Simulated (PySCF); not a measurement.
Species: C6H5OS2 (doublet state).
Z-matrix (Å and degrees, GFN2-xTB geometry), rows numbered from 1:
```
C 
C   1  1.4806
S   2  1.6429  1  123.70
C   2  1.4262  1  120.61  3   179.98
C   4  1.3388  2  123.61  1  -180.00
C   5  1.4264  4  118.77  2   179.99
O   6  1.2030  5  131.79  4  -179.94
C   6  1.5550  5  107.12  4     0.05
S   4  1.7879  2  122.92  1     0.01
H   1  1.0864  2  111.03  3     0.07
H   1  1.0913  2  109.67  3  -121.40
H   1  1.0913  2  109.70  3   121.55
H   8  1.0898  6  109.34  5  -120.36
H   8  1.0898  6  109.32  5   120.23
```

The hyperfine couplings belong to this conformer and change with its torsions.

The species is `C(C1SCC([C]=1)=O)(C)=S` [radical].

The calculation used UKS B3LYP, pcH-1 on C H O S, non-relativistic, mean-field spin-orbit, GIAO (PySCF 2.14.0). One conformer (not necessarily the lowest) at the GFN2-xTB geometry, without solvent, vibrations or thermal averaging. Couplings are sensitive to structure, and on GFN2-xTB geometries they can be far from those on DFT ones. Stability of the SCF solution: not tested. ⟨S²⟩ is 0.778 where a pure state has 0.75.

Q: Give the principal g shifts and their parts.

A: 
```
                    Δg (ppt)      1      2      3
relativistic mass correction  -0.18  -0.18  -0.18
            gauge correction   0.03   0.02   0.03
   orbital Zeeman/spin–orbit  -8.06  -1.77   1.02
                       total  -8.21  -1.93   0.86
```

So g = 1.99411, 2.00039, 2.00318 and g_iso = 1.99923; the tensor is rhombic: the two nearest values differ by 31 % of g3 − g1. Axes: g2 points within 2° of the C2–C4 bond.

Q: How much does each term add to the isotropic shift?

A: The orbital-Zeeman/spin–orbit term -2.94, the mass correction -0.18 and the gauge correction 0.03 ppt, for a total of -3.09 ppt. The orbital-Zeeman/spin–orbit term is the largest in size. The mass correction is the same along every axis, so the anisotropy comes from the other two: their spans along these axes are 0.01 (gauge) and 9.08 ppt (orbital Zeeman/spin–orbit).

Q: At 9.689 GHz, how far is the centre of the isotropic spectrum from where a free electron (g = 2.002319) resonates?

A: B = hν/(g μB) with μB/h = 13.99624 MHz/mT gives 345.73 mT for the free electron and 346.26 mT at g_iso, 0.53 mT higher.

Q: What effective moment and Curie constant follow for a powder?

A: With the mean of g² = 3.9969 and S(S+1) = 0.75: μ_eff = √(⟨g²⟩S(S+1)) = 1.731 μB and χT = 0.12505·⟨g²⟩·S(S+1) = 0.375 cm³ K/mol (cgs; spin-Hamiltonian part alone).

Q: In a frozen sample, at which fields do the three g values resonate at 9.5, 34, 94 and 263 GHz (hyperfine left aside), and which band first spreads them over more than twice a line width of 0.3 mT?

A: 
```json
{"band": "X", "GHz": "9.5", "B(g3) mT": "338.84", "B(g2) mT": "339.31", "B(g1) mT": "340.38", "spread mT": "1.54"}
{"band": "Q", "GHz": "34.0", "B(g3) mT": "1212.68", "B(g2) mT": "1214.37", "B(g1) mT": "1218.20", "spread mT": "5.52"}
{"band": "W", "GHz": "94.0", "B(g3) mT": "3352.71", "B(g2) mT": "3357.39", "B(g1) mT": "3367.96", "spread mT": "15.25"}
{"band": "J", "GHz": "263.0", "B(g3) mT": "9380.45", "B(g2) mT": "9393.54", "B(g1) mT": "9423.14", "spread mT": "42.68"}
```

The spread grows in proportion to the frequency. X band is the first where it exceeds 0.6 mT.

The Mulliken spin populations are largest on C5 (+0.96), C4 (-0.13) and C8 (+0.07). C5 is the only atom above +0.15. The positive populations add up to 1.16 and the negative ones to -0.16, together 2S = 1.

The HOMO–LUMO gaps are 2.78 eV among the α and 3.00 eV among the β orbitals.
